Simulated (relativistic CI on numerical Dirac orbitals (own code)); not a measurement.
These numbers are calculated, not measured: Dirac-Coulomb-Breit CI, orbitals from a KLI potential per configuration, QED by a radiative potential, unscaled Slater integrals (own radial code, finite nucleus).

Configuration list (outside the closed core 1s2): 2s²2p⁴, 2s2p⁵, 2p⁶, 2p⁵3s, 2s²2p³3s, 2p⁵3p, 2s²2p³3p, 2p⁵3d, 2s²2p³3d, 2s2p⁴3s, 2s2p⁴3p, 2s2p⁴3d, 2s²2p³4s, 2s²2p³4p, 2s²2p³4d, 2s²2p³4f, 2s²2p²3s², 2s²2p²3s3p, 2s2p⁴4s, 2s²2p³5s, 2s²2p²3s3d, 2s²2p³5p, 2s²2p²3p², 2s2p⁴4p, 2s²2p³5d, 2s²2p³5f, 2s²2p³5g, 2s2p⁴4d, 2s2p⁴4f, 2s²2p²3p3d, 2s2p³3s², 2s²2p²3d², 2s2p³3s3p, 2s2p³3s3d, 2s2p³3p², 2s2p³3p3d. Levels of other configurations are missing.

At this charge energies of transitions that change n are usually good to better than 1 %, and those within a shell (Δn = 0) to a few per cent.

Outline of the computed level scheme of Hg LXXIII. Lowest level of each configuration: 2s²2p⁴ ³P2 at 0.0 eV; 2s2p⁵ ³P°2 at 2476.9 eV; 2p⁶ ¹S0 at 5091.3 eV; 2s²2p³3s ³P°2 at 10115.1 eV; 2s²2p³3p ³P1 at 10254.0 eV; 2s²2p³3d ³D°2 at 10964.1 eV; 2s2p⁴3s ⁵P3 at 12509.9 eV; 2s2p⁴3p ⁵P°2 at 12657.4 eV.

Some strong electric-dipole decays among the lowest 45 levels: 2s²2p³3d ³D°3 → 2s²2p⁴ ³P2 (3.2e+15 s⁻¹); 2s²2p³3d ³D°1 → 2s²2p⁴ ¹S0 (2.0e+15 s⁻¹); 2s²2p³3d ³D°2 → 2s²2p⁴ ³P2 (1.4e+15 s⁻¹); 2s2p⁴3p ³D°3 → 2s²2p⁴ ³P2 (7.2e+14 s⁻¹); 2s²2p³3d ³D°1 → 2s²2p⁴ ³P2 (3.7e+14 s⁻¹); 2s2p⁴3s ³P2 → 2s2p⁵ ³P°2 (3.1e+14 s⁻¹); 2s²2p³3s ¹D°2 → 2s²2p⁴ ¹D2 (3.1e+14 s⁻¹); 2s²2p³3s ³S°1 → 2s²2p⁴ ³P1 (2.9e+14 s⁻¹).

LS names give the leading component of a level, which can be under half, so a name can repeat, a term be missing and a line seem to break the LS rules.
